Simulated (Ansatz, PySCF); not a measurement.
Complex: H2S (SMILES S) (first 3 atoms) with CH4O (SMILES CO); geometry from B3LYP-D3(BJ)/def2-TZVP.
(charge 0, multiplicity 1):
```xyz
9

S      0.08036     1.49549    -0.19621
H      1.29802     0.93040    -0.21269
H     -0.53190     0.32486    -0.43573
C      0.15893     0.10525     3.25805
O      0.24637    -0.55573     4.51386
H     -0.85753     0.44583     3.03542
H      0.44895    -0.61924     2.49882
H      0.83665     0.96251     3.18970
H     -0.00656     0.06338     5.20549
```

Basis-set superposition error: the interaction energy with monomers in their own basis, and in the dimer's basis (counterpoise).

Programs: Ansatz (an electronic-structure program) with Gaussian orbitals; PySCF for 6-31G* rows, M06-2X. 

```json
[
 {"level": "HF/6-31G*", "uncorrected (meV)": "7.9", "counterpoise (meV)": "15.7", "difference": "7.8"},
 {"level": "r2SCAN/def2-TZVPPD", "uncorrected (meV)": "-27.1", "counterpoise (meV)": "-24.8", "difference": "2.3"},
 {"level": "B97M-V/def2-TZVPPD", "uncorrected (meV)": "-37.8", "counterpoise (meV)": "-36.5", "difference": "1.2"},
 {"level": "M06-2X/def2-TZVPPD", "uncorrected (meV)": "-39.5", "counterpoise (meV)": "-35.1", "difference": "4.4"},
 {"level": "CAM-B3LYP/def2-TZVPPD", "uncorrected (meV)": "-10.0", "counterpoise (meV)": "-6.9", "difference": "3.1"},
 {"level": "wB97X-V/def2-TZVPPD", "uncorrected (meV)": "-40.1", "counterpoise (meV)": "-37.7", "difference": "2.5"},
 {"level": "MP2/6-31G*", "uncorrected (meV)": "-17.5", "counterpoise (meV)": "0.4", "difference": "18.0"},
 {"level": "MP2/aug-cc-pV(D+d)Z", "uncorrected (meV)": "-55.6", "counterpoise (meV)": "-29.5", "difference": "26.1"},
 {"level": "MP2/aug-cc-pV(Q+d)Z", "uncorrected (meV)": "-43.6", "counterpoise (meV)": "-38.0", "difference": "5.6"},
 {"level": "SCS-MP2/aug-cc-pV(D+d)Z", "uncorrected (meV)": "-45.1", "counterpoise (meV)": "-18.0", "difference": "27.1"}
]
```

The error is largest for SCS-MP2/aug-cc-pV(D+d)Z (27.1 meV) and smallest for B97M-V/def2-TZVPPD (1.2 meV).
